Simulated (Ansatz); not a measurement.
`Cl[SiH]1CO1` + H₂S → `S[SiH]1CO1` + HCl at 298.15 K and 1 bar (ligand exchange at the Si–Cl bond).

Gas-phase electronic energies from Ansatz, PBE0-D4/def2-TZVP geometries. CBS: MP2 limit from def2 TZ/QZ plus the TZ coupled-cluster correction, frozen cores. This one scheme is used for every species. Each species was taken in one conformer, which may not be the lowest.

```tsv
species	CCSD(T)/CBS energy (Eh)	H − E (kJ/mol)	S (J/(mol·K))
`Cl[SiH]1CO1`	-863.91561	122.6	298.0
H₂S	-398.97279	49.9	205.7
`S[SiH]1CO1`	-802.49340	145.6	313.5
HCl	-460.38127	26.6	186.8
```

H − E and S are ideal-gas, rigid-rotor, harmonic terms from PBE0-D4/def2-TZVP, for one conformer and one mirror image of each species. 1 Eh = 2625.50 kJ/mol, R = 8.31446 J/(mol·K).

Q: By hand: ΔE, ΔH, ΔS and ΔG.

A: ΔE = (-802.49340) + (-460.38127) − (-863.91561) − (-398.97279) = 0.01373 Eh = 36.0 kJ/mol. Δ(H − E) = 145.6 + 26.6 − 122.6 − 49.9 = -0.3, so ΔH = 35.7 kJ/mol. ΔS = 313.5 + 186.8 − 298.0 − 205.7 = -3.4 J/(mol·K). ΔG = 35.7 − 298.15 × (-3.4)/1000 = 36.7 kJ/mol.

Q: By hand: the equilibrium constant, and the temperature at which ΔG would vanish if ΔH and ΔS stayed fixed.

A: log₁₀ K = −ΔG/(RT ln 10) = -6.4. ΔH and −TΔS have one sign here, so there is no such temperature.

The number of gas molecules stays the same, so ΔS is small and ΔH decides. A doubt of 5 kJ/mol in ΔE shifts log₁₀ K by 0.9 here. Other conformers and mirror images would add mixing entropy, several J/(mol·K) or more a flexible species. These are equilibria of isolated gas molecules and say nothing of rates. Largest T1 diagnostic: 0.013 (customary marks: 0.02 for closed shells, 0.045 for open ones).

ΔS is within the doubt of such terms, so its sign, and with it that verdict, could turn.
